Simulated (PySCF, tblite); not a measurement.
C₈H₁₃BS.
Numbering: `[BH2:1][C@H:2]([CH2:3][CH2:4][CH3:5])[c:6]1[cH:7][cH:8][cH:9][s:10]1` (hydrogens: H11, H12 on B1; H13 on C2; H14, H15 on C3; H16, H17 on C4; H18, H19, H20 on C5; H21 on C7; H22 on C8; H23 on C9)

Structure used (GFN2-xTB), in Å, numbered top down from 1:
```xyz
23
C8H13BS angstrom
B      0.5793    1.3639   -1.9551
C     -0.0955    0.1046   -1.2971
C     -1.3722    0.2539   -0.4748
C     -1.6525   -0.9773    0.3861
C     -2.9278   -0.8151    1.2033
C      1.1526    0.0203   -0.4707
C      1.5227    0.7742    0.6135
C      2.7934    0.4385    1.1228
C      3.3901   -0.5617    0.4233
S      2.4081   -1.1152   -0.8731
H      0.3670    2.4287   -1.5215
H      1.3121    1.2266   -2.8562
H     -0.1681   -0.7857   -1.9235
H     -1.3030    1.1364    0.1628
H     -2.2069    0.4106   -1.1621
H     -1.7415   -1.8554   -0.2584
H     -0.8093   -1.1460    1.0605
H     -3.1063   -1.6958    1.8160
H     -2.8519    0.0494    1.8596
H     -3.7848   -0.6717    0.5486
H      0.8979    1.5345    1.0451
H      3.2433    0.9215    1.9720
H      4.3485   -1.0123    0.5890
```

Jobs on this species (23 atoms, 82 electrons) with PySCF (density fitting) and tblite. Hardware of each: an Intel Xeon at 2.50 GHz with one thread, on a shared host. The host was shared with other jobs, so the times are rough.

| level and settings | work | basis functions | SCF cycles | wall time |
| --- | --- | --- | --- | --- |
| PBE0/pcSseg-1 | shieldings, ring-centre shieldings, charges and field gradients | 242 | ? | ? |
| GFN2-xTB | L-BFGS relaxation | – | – | 3.4 s |
| GFN2-xTB | Hessian by finite differences | – | – | 3.8 s |

Q: Fill in the missing figures.

A: 
- PBE0/pcSseg-1; shieldings, ring-centre shieldings, charges and field gradients: 3.0 min, 14 SCF cycles

Q: What do all jobs in the table cost together?

A: About 3.1 min; the longest takes about 96 % of that, and about 53 times as long as the shortest.
